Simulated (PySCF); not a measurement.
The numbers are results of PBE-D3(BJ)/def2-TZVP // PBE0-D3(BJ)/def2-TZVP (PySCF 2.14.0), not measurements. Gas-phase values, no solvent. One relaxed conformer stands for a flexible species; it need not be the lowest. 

Reference species (SMILES): `SC#CC` (neutral, multiplicity 1).

```
Property                   Value
----------------------  --------
LUMO                    -0.94 eV
S1 oscillator strength     0.000
```

Changed species: `C1(S)=CC1` (H–S–C–C torsion 180°).

Task: Predict the effect on the LUMO and S1 oscillator strength.

Result: the LUMO rises by 0.16 eV, to -0.78 eV; the S1 oscillator strength is nearly the same.
